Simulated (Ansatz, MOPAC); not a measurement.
System: Si$_{2}$N$_{2}$H$_{7}$, charge 0, multiplicity 2. SMILES: [NH][SiH2][SiH2]N

Atoms: N1, Si2, Si3, N4, H5, H6, H7, H8, H9, H10, H11. Bonds: N1-Si2, N1-H5, Si2-Si3, Si2-H6, Si2-H7, Si3-N4, Si3-H8, Si3-H9, N4-H10, N4-H11.

Bond lengths (Å) and angles (degrees) optimised at PM3 with MOPAC; MNDO with MOPAC; HF/STO-3G with Ansatz (a first-principles code); HF/6-31G* with Ansatz, each started from the B3LYP-D3(BJ)/def2-TZVP structure (Ansatz) of the last column. A row stands for all coordinates that are equal there; 11 of 25 kinds are shown. 6-31G* holds six Cartesian d functions. No wavenumbers were computed at MNDO, HF/STO-3G, so these may be saddle points.

| coordinate | PM3 | MNDO | HF/STO-3G | HF/6-31G* | B3LYP-D3(BJ)/def2-TZVP |
|---|---|---|---|---|---|
| N1-Si2 | 1.749 | 1.738 | 1.813 | 1.768 | 1.722 |
| N1-H5 | 0.985 | 0.991 | 1.055 | 1.009 | 1.021 |
| Si2-Si3 | 2.438 | 2.189 | 2.263 | 2.354 | 2.390 |
| Si2-H6 | 1.497 | 1.386 | 1.424 | 1.475 | 1.483 |
| Si2-H7 | 1.496 | 1.386 | 1.427 | 1.485 | 1.492 |
| Si3-N4 | 1.777 | 1.716 | 1.754 | 1.736 | 1.724 |
| Si3-H8 | 1.495 | 1.383 | 1.424 | 1.476 | 1.480 |
| Si3-H9 | 1.495 | 1.383 | 1.425 | 1.486 | 1.485 |
| N1-Si2-Si3 | 110.0 | 109.0 | 111.0 | 109.3 | 103.7 |
| Si2-Si3-N4 | 116.2 | 111.3 | 115.2 | 108.6 | 115.5 |
| Si2-N1-H5 | 121.6 | 115.2 | 105.6 | 114.2 | 114.9 |

Mean signed difference of all 10 bond lengths from B3LYP-D3(BJ)/def2-TZVP: PM3 0.011 Å, MNDO -0.066 Å, HF/STO-3G -0.018 Å, HF/6-31G* -0.003 Å.
